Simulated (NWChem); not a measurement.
# H3BO2; SMILES OBO

```xyz
6

B     -0.4792    -0.0187     0.0000
H     -1.6898    -0.0175     0.0000
O      0.1518    -1.2138     0.0000
H      1.1112    -1.1094     0.0000
O      0.2559     1.1264     0.0000
H     -0.2868     1.9193     0.0000
```
Atoms are numbered in this order, from 1.

Program: NWChem. Medium grid unless said otherwise, to which SCAN and Minnesota functionals are sensitive. Coordinates come from a PBE0/def2-SVP optimisation. B3LYP is NWChem's, with the RPA form of VWN correlation. Total energies of different functionals are on different scales.

```
level                                                               energy (Ha)  highest occupied level (eV)  orbital gap (eV)  dipole (D)
------------------------------------------------------------------  -----------  ---------------------------  ----------------  ----------
B3LYP/def2-SVP                                                        -177.0751                        -8.82              9.98        1.63
PBE/def2-SVP                                                          -176.8636                          ___               ___        1.63
OLYP/def2-SVP                                                         -177.0096                        -7.30              7.84        1.60
LC-wPBE (HJS exchange hole, range parameter 0.4 per bohr)/def2-SVP    -176.9476                       -12.05             15.89        1.66
MN15/def2-SVP                                                         -176.8791                       -10.03             12.06        1.66
KT2/def2-SVP                                                          -179.6770                        -7.51              7.92        1.58
M06-2X/def2-SVP                                                       -177.0003                       -10.83             13.24        1.65
```

Q: Complete the blanks.

A: 
- PBE/def2-SVP, highest occupied level (eV): -7.40
- PBE/def2-SVP, orbital gap (eV): 7.78
